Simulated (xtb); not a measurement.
xtb input:

```bash
xtb mol.xyz --gfn 2 --sp --chrg -1 --uhf 0
```
mol.xyz:
```
5

C      0.55798013    -0.80249177     0.02841444
C     -0.70200109    -0.40341838     0.06593373
F     -1.74277738    -1.28535688     0.18411089
F     -1.29708299     0.83279059     0.00825950
Cl     1.66016877     0.66520926    -0.13514250
```

Which total energy does the run end on?

-18.44986 Eh (GFN2-xTB).

It need not be the lowest isomer of its formula. Whether it binds its extra electron was not tested at this geometry.
